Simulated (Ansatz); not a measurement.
```yaml
crystal:
  periodic: [false, false, false]
  atoms:
    - {symbol: C, position_ang: [-0.661940, 0.861261, -0.597065]}
    - {symbol: Ge, position_ang: [1.191717, 0.622041, 0.118912]}
    - {symbol: N, position_ang: [0.922452, -1.068831, 0.733725]}
    - {symbol: H, position_ang: [-0.935736, 0.030513, -1.254252]}
    - {symbol: H, position_ang: [-0.759870, 1.794686, -1.153359]}
    - {symbol: H, position_ang: [-1.373346, 0.882748, 0.235157]}
    - {symbol: H, position_ang: [1.646563, -1.587998, 1.203184]}
    - {symbol: H, position_ang: [0.062460, -1.591520, 0.657898]}
basis:
  gaussian: {orbitals: 6-31G, fitting: {mean_field: cc-pVTZ-jkfit}}
hamiltonian: {xc: {name: HF}}
correlation: {method: mp2, frozen_orbitals: {C: 0}}
output: {forces: true}
```

```sh
$ ansatz run in.yaml --threads 2 --pin off --events-out ev --progress --plain --max-ram 20480MiB --backend cpu
```

(1) How does Ansatz answer? (An estimate is asked.)

Answers

(1) Ansatz gave: The program refused the input.
```
Functional definition: HF
Error: "frozen_orbitals" has no count for Ge
```
